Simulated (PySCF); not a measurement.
C4H11BBrN (SMILES CCB(Br)N(C)C), singlet, at a GFN2-xTB geometry. Base run: CASSCF(2,3)/STO-3G run with PySCF.

The PySCF input:
```python
from pyscf import gto, scf, mcscf
import numpy

mol = gto.Mole()
mol.atom = '''
    B    -0.12881814    0.26924381   -0.34195572
    Br    0.36546739   -1.17714402    0.80232245
    C    -0.52472402   -0.04800095   -1.85779083
    C    -0.46741201   -1.52544905   -2.25700219
    H     0.13161285    0.51074865   -2.53491740
    H    -1.53862965    0.31713730   -2.05816304
    H    -1.14604567   -2.11866553   -1.64695049
    H     0.53725040   -1.92354103   -2.12743087
    H    -0.75071616   -1.65114769   -3.30056541
    N    -0.13155135    1.55704328    0.17144804
    C     0.21146938    1.93884421    1.52822385
    C    -0.48879920    2.72755066   -0.60477356
    H     1.05549442    2.63438521    1.51771554
    H    -0.63897852    2.43796511    2.00138625
    H     0.48230401    1.07272336    2.12532101
    H    -1.34385318    3.23330870   -0.14716690
    H     0.34951736    3.42960100   -0.63052293
    H    -0.74756934    2.45433416   -1.62229274
'''
mol.basis = 'sto-3g'
mol.verbose = 3
mol.build()

mf = scf.RHF(mol)
mf.kernel()
mc = mcscf.CASSCF(mf, 3, 2)
mc.fix_spin_(ss=0.0)
mc.kernel()
occ = numpy.linalg.eigvalsh(mc.fcisolver.make_rdm1(mc.ci, mc.ncas, mc.nelecas))[::-1]
ss = mc.fcisolver.spin_square(mc.ci, mc.ncas, mc.nelecas)[0]
print('natural occupations', occ.round(4), ' <S^2>', round(ss, 4))
```

The base run was repeated with changes; each row names its change, and settings that it needs were set with it.

```
change                                            ΔE vs base (mEh)                           natural occupations  <S^2> of the state  core-seconds (rough)
------------------------------------------------  ----------------  --------------------------------------------  ------------------  --------------------
base                                                         0.000                                1.98 0.02 0.00                0.00                    10
state_average = 2 states                                    24.732                                             -                   -                     9
active space = 8 electrons, 7 orbitals                     -39.823            2.00 1.98 1.98 1.97 0.04 0.02 0.02                0.00                    10
active space = 4 electrons, 6 orbitals                     -24.694                 1.98 1.97 0.03 0.02 0.00 0.00                0.00                    20
start = MP2 natural orbitals                                 0.000                                1.98 0.02 0.00                0.00                     6
orbitals = fixed (CASCI); correction = SC-NEVPT2            -294.2                                2.00 0.00 0.00                0.00                     3
orbitals = fixed (CASCI)                                     9.979                                2.00 0.00 0.00                0.00                     3
solver = newton                                              0.000                                1.98 0.02 0.00                0.00                    10
fix_spin_ = off                                              0.000                                1.98 0.02 0.00                0.00                    10
active space = 8 electrons, 9 orbitals                     -42.886  2.00 1.98 1.98 1.97 0.04 0.02 0.02 0.00 0.00                0.00                    30
correction = SC-NEVPT2                                      -301.8                                1.98 0.02 0.00                0.00                    10
```

Active orbitals are taken around the Fermi level unless the row says otherwise; CASSCF can end in different local minima, and two programs can end on different orbitals. State-averaged rows give the lowest state.
